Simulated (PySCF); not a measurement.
Estimate the missing entries of this data sheet.

Species: C6H10O2.
Atom-mapped SMILES: `[CH3:1][C:2]([CH3:3])=[C:4]([CH3:5])[C:6](=[O:7])[OH:8]` (hydrogens: H9, H10, H11 on C1; H12, H13, H14 on C3; H15, H16, H17 on C5; H18 on O8)

Conformer (atom-mapped SMILES and torsion angles): `[CH3:1][C:2]([CH3:3])=[C:4]([CH3:5])[C:6](=[O:7])[OH:8]`: C2–C4–C6–O7 13°, H–O8–C6–C4 180°.

```json
{"property": "point group of the GFN2-xTB geometry", "level": "GFN2-xTB", "value": "?"}
{"property": "rotational constants A, B, C of the GFN2-xTB geometry", "level": "GFN2-xTB", "value": "?"}
{"property": "dipole moment", "level": "wB97X-D/def2-SVPD", "value": "1.99 D"}
{"property": "HOMO energy", "level": "wB97X-D/def2-SVPD", "value": "-8.94 eV"}
{"property": "LUMO energy", "level": "wB97X-D/def2-SVPD", "value": "0.68 eV"}
{"property": "lowest singlet excitation", "level": "TDDFT wB97X-D/def2-SVPD", "value": "5.00 eV (248 nm, f = 0.007)"}
{"property": "strongest line among the 8 lowest singlet transitions", "level": "TDDFT wB97X-D/def2-SVPD", "value": "S2 at 5.68 eV (218 nm, f = 0.343)"}
{"property": "lowest triplet excitation (Tamm–Dancoff)", "level": "TDA wB97X-D/def2-SVPD", "value": "3.55 eV"}
{"property": "static isotropic polarisability", "level": "wB97X-D/def2-SVPD", "value": "81.5 au"}
{"property": "electronic spatial extent ⟨r²⟩ about the centre of nuclear charge", "level": "wB97X-D/def2-SVPD", "value": "?"}
{"property": "13C chemical shifts (computed TMS as zero) by class", "level": "GIAO PBE0/pcSseg-1", "value": "172.7 (C6), 168.0 (C2), 125.2 (C4), 26.9 (C1), 25.8 (C3), 17.5 (C5) ppm"}
{"property": "1H chemical shifts (computed TMS as zero) by class", "level": "GIAO PBE0/pcSseg-1", "value": "?"}
{"property": "isotropic shieldings of nuclei other than C and H, by class", "level": "GIAO PBE0/pcSseg-1", "value": "-82 (O7), 118 (O8) ppm"}
```

Gas-phase values; electronic properties from PySCF, density fitting. The structure is a single GFN2-xTB conformer in the gas phase; no vibrational or solvent corrections. NMR classes are plain means over equivalent atoms (diastereotopic ones count apart unless rotation or inversion swaps them), as if these changed places fast; in this geometry the members of some classes differ.

**Question.** The rotational constants A, B, C of the GFN2-xTB geometry?

**Answer.** 3.082, 1.666, 1.111 GHz.

**Question.** What are the 1H chemical shifts (computed TMS as zero) by class?

**Answer.** 5.97 (H18), 2.72 (H12/H13/H14), 2.03 (H15/H16/H17), 1.92 (H9/H10/H11) ppm.

**Question.** Give the electronic spatial extent ⟨r²⟩ about the centre of nuclear charge.

**Answer.** 1072 bohr².

**Question.** Give the point group of the GFN2-xTB geometry.

**Answer.** C1.

The polarisability is 12.08 Å³ as a volume (1 au = 0.148185 Å³), or 1.32 au for each of the 62 electrons. With B = h/(8π²I), that is 505.379 GHz u Å² over I, the principal moments of inertia are 164.0, 303.3 and 455.0 u Å² (most abundant isotopes). The principal polarisabilities are 57.3, 84.1 and 103.3 au; their mean is the isotropic value. In atomic units the dipole is 0.78 e·bohr (1 au = 2.5417 D). In wavenumbers S1 is 40300 cm⁻¹ (1 eV = 8065.54 cm⁻¹).
